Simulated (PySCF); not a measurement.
Species: C₄H₃ClO₂S₂.
Bonds: O1–S2 (double), S2–O3 (double), S2–Cl4, S2–C5, C5–C6 (aromatic), C6–C7 (aromatic), C7–C8 (aromatic), C8–S9 (aromatic), C5–S9 (aromatic). Hydrogens: H10 on C6; H11 on C7; H12 on C8.

Computed with PySCF at wB97X-D/def2-SVPD, non-relativistic, on one gas-phase PBE0-D3(BJ)/def2-SVP geometry that isn't relaxed in the solvent. The solvent is an IEF-PCM continuum (van der Waals radii × 1.2). The model holds no explicit solvent molecules, cavitation or dispersion.

Gas phase at wB97X-D/def2-SVPD: HOMO -9.85 eV, LUMO -0.89 eV, dipole 5.34 D.

Question: What does the continuum do to the energy, the frontier levels and the dipole at wB97X-D/def2-SVPD in benzene and chloroform?

Answer: 
```
   solvent      ε  E(solvent) − E(gas) (kcal/mol)  polarisation term (kcal/mol)  distortion of the solute (kcal/mol)  HOMO (eV)  LUMO (eV)  dipole (D)
   benzene  2.271                           -3.14                         -3.42                                 0.28      -9.70      -0.84        6.10
chloroform  4.711                           -4.96                         -5.69                                 0.73      -9.63      -0.84        6.56
```

The first energy column is the sum of the next two and covers electrostatics alone. From benzene to chloroform the lowering changes by a factor 1.58, Onsager's factor (ε − 1)/(2ε + 1) by 1.55 and ε itself by 2.1.

Question: Which radius a makes the point-dipole formula ΔE = −[(ε − 1)/(2ε + 1)]·μ²/a³ give the value in chloroform, with the gas-phase dipole?

Answer: μ = 2.099 au and |ΔE| = 0.00791 Eh give a = 3.09 Å; the farthest nucleus lies 3.21 Å from the centroid of the nuclei, so such a sphere wouldn't even hold the nuclei. The formula assumes a rigid point dipole at the centre of a sphere.

Question: How does the static polarisability (wB97X-D/def2-SVPD, frozen core, with the continuum's full static response) change?

Answer: 
```
    medium  isotropic (au)  principal values (au)  ⟨r²⟩ of the electrons (bohr²)
       gas           104.2     84.3, 101.5, 126.8                         1679.0
   benzene           121.4     97.4, 120.0, 146.9                         1678.3
chloroform           133.5    107.4, 133.5, 159.7                         1677.9
```

The isotropic value in chloroform is 1.28 times the gas-phase one; no cavity-field correction is applied. ⟨r²⟩ is taken about the centre of nuclear charge.

Time: 50 s of wall time; peak memory 1.1 GiB. Hardware: Arm Neoverse V1, one thread, shared host with 64 logical CPUs at a one-minute load of 51. This is the whole response run at wB97X-D/def2-SVPD in chloroform, SCF included.

The values belong to the conformer `[O:1]=[S:2](=[O:3])([Cl:4])[c:5]1[cH:6][cH:7][cH:8][s:9]1`: O1–S2–C5–C6 156°.

wB97X-D is run here without its empirical dispersion term; that term would change no orbital, density or response property at a fixed geometry.
